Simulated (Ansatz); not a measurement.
Reaction (formal exchange of groups at a C–C bond): `B[SiH2]OCC` + `O=C[Te][SiH3]` → `CC(=O)[Te][SiH3]` + `B[SiH2]OC`

Calculated with Ansatz (gas phase, PBE0-D4/def2-TZVP geometries, no zero-point term in ΔE). CCSD(T)/CBS adds triple-zeta CCSD(T) − MP2 to the extrapolated MP2 energy (def2 sets, frozen cores). DFT in def2-TZVPP. Elements past krypton have def2 core potentials. For Te outer-core shells are correlated without core-valence functions, which leaves a few kJ/mol of doubt a bond. Each species was taken in one conformer, which may not be the lowest.

Question: Is it downhill or uphill in electronic energy at CCSD(T)/CBS, and by how much? (Best estimate.)

Answer: Computed: Downhill: ΔE = -5.1 kcal/mol.

Question: What do these levels give: PBE-D4, PBE0-D4, ωB97X-V, PBE, r2SCAN, PBE0, HF/def2-TZVPP, MP2/def2-TZVPP, CCSD(T)/def2-TZVPP, HF/def2-QZVPP, HF/CBS(def2), MP2/CBS(def2)? (Best estimate.)

Answer: Ansatz gave: PBE-D4 -4.7, PBE0-D4 -5.2, ωB97X-V -5.3, PBE -4.1, r2SCAN -5.0, PBE0 -4.7, HF/def2-TZVPP -5.1, MP2/def2-TZVPP -5.6, CCSD(T)/def2-TZVPP -4.8, HF/def2-QZVPP -5.1, HF/CBS(def2) -5.1, MP2/CBS(def2) -5.9 kcal/mol.

Largest T1 diagnostic among the species: 0.016.

The D4 term adds −1.0 kcal/mol with B3LYP and −0.5 kcal/mol with PBE0; it sums over pairs of atoms, weighted by their polarisabilities, and B3LYP, whose exchange is more repulsive, gets the larger term.

B3LYP here is the variant with VWN-RPA as its local correlation; programs differ in this.
